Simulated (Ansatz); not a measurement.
Basis-set extrapolation for C₄H₁₁BO (`CCB(O)CC`) (PBE0-D4/def2-TZVP geometry, frozen core, Ansatz 0.2.0). Multiplicity 1, RHF reference.

```tsv
	def2-TZVPP	def2-QZVPP
HF	-257.593074	-257.605315
MP2 correlation	-1.047812	-1.117550
CCSD(T) correlation	-1.147702	not run
```

Energies in hartree. Use E(X) = E(∞) + A·exp(−7.88·√X) for Hartree–Fock and E(X) = E(∞) + B·X^(−2.97) for correlation, with X = 3 and 4, and add CCSD(T) minus MP2 of the smaller set to the MP2 limit.

**Question.** What is the CCSD(T) energy at the basis-set limit?

**Answer.** HF limit: -257.605315 + (-0.012241) × 0.13774 = -257.60700. MP2 limit: -1.117550 + (-0.069738) × 0.74074 = -1.16921. Higher-order term: -1.147702 − (-1.047812) = -0.09989. Total: -258.87610 hartree, 3.68 eV below CCSD(T)/def2-TZVPP.
